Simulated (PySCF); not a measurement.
MoCl₄H₂, SMILES [Cl][MoH2]([Cl])([Cl])[Cl], multiplicity 1.

Coordinates come from a PBE-D3(BJ)/def2-SVP optimisation. The multiplicity is an assumed one; no other spin state was optimised. The structure was generated by enumeration; whether it is a known compound was not checked. The def2 effective core potentials stand for the cores of Mo; spin–orbit coupling is left out.

These are PBE-D3(BJ)/def2-SVP (PySCF) values and carry that method's errors.

Frequencies are harmonic and unscaled.

Computed vibrational spectrum:
```tsv
mode	ν (cm⁻¹)	IR (km/mol)	moving atoms (share of kinetic energy)
1	88	0.1	Cl 100 %
2	125	10.9	Cl 78 %, Mo 22 %
3	130	0.0	Cl 98 %
4	145	0.9	Cl 79 %, Mo 19 %
5	152	0.0	Cl 53 %, Mo 46 %
6	338	10.8	Cl 88 %, Mo 11 %
7	364	0.0	Cl 100 %
8	388	93.6	Cl 61 %, Mo 33 %
9	394	136.1	Cl 62 %, Mo 38 %
10	537	0.2	H 91 %
11	685	0.0	H 98 %
12	774	2.8	H 98 %
13	1017	34.1	H 99 %
14	2013	14.2	H 100 %
15	2031	3.9	H 98 %
```
